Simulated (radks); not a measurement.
Tb, 65 electrons, occupied as [Xe] 4f9 6s2.

Method: non-relativistic Kohn-Sham, PBE, spin-unpolarised, spherical densities, point nucleus; relativity is left out, which matters for an element this heavy; computed with a radial shooting solver on a logarithmic mesh with Libxc functionals.

Energy parts (Ry):
part                       energy
total                 -22459.2002
kinetic                22452.5349
electron-nucleus      -53343.3599
Hartree                 8923.0932
exchange-correlation    -491.4683

Orbitals (lengths in bohr, moments of r in powers of bohr; r(max) is where P^2 peaks; r(90%) holds 90 % of the orbital's charge):
orbital  occ.  eigenvalue (Ry)  r(90%)      <r^2>   r(max)      <r^4>
1s          2        -3573.735  0.0415  0.0007278  0.01547  1.337e-06
2s          2        -570.6341   0.152    0.01155  0.08471  0.0002248
2p          6        -543.3458   0.136   0.008587  0.06592  0.0001431
3s          2        -125.8088   0.373    0.07453   0.2356   0.008310
3p          6        -113.6121   0.366    0.06968   0.2229   0.007586
3d         10        -90.89132   0.338    0.05550   0.1777   0.005442
4s          2        -24.31227   0.828     0.3756   0.5370     0.2051
4p          6        -19.51334   0.858     0.3963   0.5419     0.2349
4d         10        -10.94429   0.939     0.4529   0.5480     0.3347
5s          2         -3.01993    2.06      2.291    1.268      7.870
5p          6         -1.76578    2.39      2.989    1.392      14.19
4f          9         -0.49587    1.48     0.9834   0.5452      3.181
6s          2         -0.25468    6.55      22.38    3.797      791.7

The highest occupied level is 6s at -3.465 eV. Summed over all electrons, <r^2> = 84.99 bohr^2, which gives a Langevin (diamagnetic) susceptibility term of -67.3 x 10^-6 cm^3/mol.

Run on one thread of a shared host, so times are rough (Arm Neoverse V2): 0.11 s of CPU time, 0.11 s wall, 15 iterations on 2728 mesh points.
